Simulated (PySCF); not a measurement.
CH6InN, SMILES [CH3][InH][NH2] (PBE0/def2-SVP optimised geometry):

```
9

In     0.344    -0.194     0.000
H      2.071    -0.194     0.000
C     -1.033    -1.855    -0.001
H     -0.831    -2.517    -0.856
H     -2.071    -1.499    -0.062
H     -0.913    -2.444     0.921
N     -0.495     1.647     0.000
H     -1.493     1.824     0.003
H      0.024     2.517     0.010
```

Method: PBE0/def2-TZVP, def2 effective core potentials past Kr (PySCF).

### Question
What are the frontier orbital energies and the dipole moment?

### Answer
HOMO-2 -8.66 eV, HOMO-1 -7.66 eV, HOMO -6.71 eV, LUMO -0.73 eV, LUMO+1 0.02 eV; dipole moment 0.56 D.

On the same geometry PySCF with PBE/def2-TZVP, def2 effective core potentials past Kr gives HOMO-2 -7.37 eV, HOMO-1 -6.50 eV, HOMO -5.43 eV, LUMO -1.42 eV, LUMO+1 -0.81 eV; dipole moment 0.65 D.
